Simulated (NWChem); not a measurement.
A series in which one site is exchanged, each optimised at PBE0/def2-SVP with NWChem, gas phase unless a solvent is named. All stand in one matching conformer (torsions within 35°), which need not be the lowest. For some, no frequency run checked for a minimum. def2 effective core potentials on Cd, Te; no spin-orbit coupling.

A: [SiH3]O[Te]S (SiH4TeSO; site = Te)
B: [SiH3][O][Cd][SH] (CdSiH4SO; site = Cd)
C: [SiH3][O][Be][SH] (BeSiH$_{4}$SO; site = Be)

Values for A:

| Quantity | Value |
|---|---|
| dipole (D), PBE0/def2-SVP | 1.29 |
| static polarisability, B3LYP/def2-SVPD (bohr³) | 95.3 |
| lowest singlet excitation, B3LYP/def2-SVPD, TDA (eV) | 3.12 |

Q: How do these values change for the other members?

A: 
| change from A | B | C |
|---|---|---|
| dipole (D), PBE0/def2-SVP | +0.19 | +0.04 |
| static polarisability, B3LYP/def2-SVPD (bohr³) | -9.7 | -27.7 |
| lowest singlet excitation, B3LYP/def2-SVPD, TDA (eV) | +1.10 | +2.45 |
